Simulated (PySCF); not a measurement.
Compound: H11N4Si3 (charge -1).
Structure used (GFN2-xTB), in Å, numbered top down from 1:
```xyz
18
H11N4Si3 angstrom
N     -1.7758    1.0880    0.8334
Si    -0.1657    0.9414    0.1009
N      0.0039    2.5188   -0.6737
N      1.1461    0.5101    1.0399
Si     1.5151   -0.7546    2.0638
N     -0.5142   -0.0769   -1.3144
Si    -0.3335   -1.7553   -1.4082
H     -1.7677    1.7001    1.6368
H     -2.1012    0.1873    1.1558
H      0.1680    3.2428    0.0101
H      0.7995    2.5213   -1.2952
H      0.6587   -0.9167    3.2902
H      2.8837   -0.5214    2.5987
H      1.5343   -2.1465    1.5220
H     -1.1898    0.3510   -1.9252
H     -1.0258   -2.5643   -0.3813
H     -0.9226   -2.1701   -2.7073
H      1.0783   -2.1487   -1.4113
```

Hirshfeld charges (e) from the PBE0/pcSseg-1 density (PySCF), one withheld:

| atom | bonded to | charge |
| --- | --- | --- |
| N1 | Si2 H8 H9 | -0.3643 |
| Si2 | N1 N3 N4 N6 | +0.3915 |
| N3 | Si2 H10 H11 | -0.3642 |
| N4 | Si2 Si5 | -0.5162 |
| Si5 | N4 H12 H13 H14 | +0.1978 |
| N6 | Si2 Si7 H15 | -0.3428 |
| Si7 | N6 H16 H17 H18 | ? |
| H8 | N1 | +0.0839 |
| H9 | N1 | +0.0833 |
| H10 | N3 | +0.0847 |
| H11 | N3 | +0.0861 |
| H12 | Si5 | -0.1475 |
| H13 | Si5 | -0.1390 |
| H14 | Si5 | -0.1338 |
| H15 | N6 | +0.1001 |
| H16 | Si7 | -0.1085 |
| H17 | Si7 | -0.1175 |
| H18 | Si7 | -0.0954 |

Task: What is the charge on Si7?

Result: The charges add up to the total charge, -1. The others sum to -1.3018, which leaves +0.3018 e for Si7 (SiH3 silicon); the computed value is +0.3019, the difference coming from rounding and the integration grid.

Task: Add each hydrogen's charge to the atom that carries it.

Result: N1 -0.1971, N3 -0.1934, Si5 -0.2225, N6 -0.2427, Si7 -0.0195. Atoms without hydrogen keep their charges.

Task: Across which bond do the charges differ most?

Result: Si2–N4: +0.3915 on Si2 against -0.5162 on N4, a difference of 0.9077 e. The lower charge is on the more electronegative element of the two (Pauling values: N 3.04, Si 1.90).

Task: Take the bonds between elements whose Pauling electronegativities differ by more than 0.25. In how many does the more electronegative atom carry the lower charge?

Result: In 17 of 17.

Task: How much positive and how much negative charge does this set hold in all?

Result: +1.3293 e on 8 atoms and -2.3292 e on 10.

The Hirshfeld scheme weights the molecular density at each point by an atom's share of the summed free-atom densities. The structure is a single GFN2-xTB conformer in the gas phase; no vibrational or solvent corrections. The pcSseg-1 basis has no diffuse functions, a weakness for an anion.

The run behind these numbers computed NMR shieldings as well. Hardware: one thread of an Intel Xeon at 2.50 GHz, on a shared host. Cost: 1.8 min wall, 85 s CPU, 0.82 GiB resident at most.
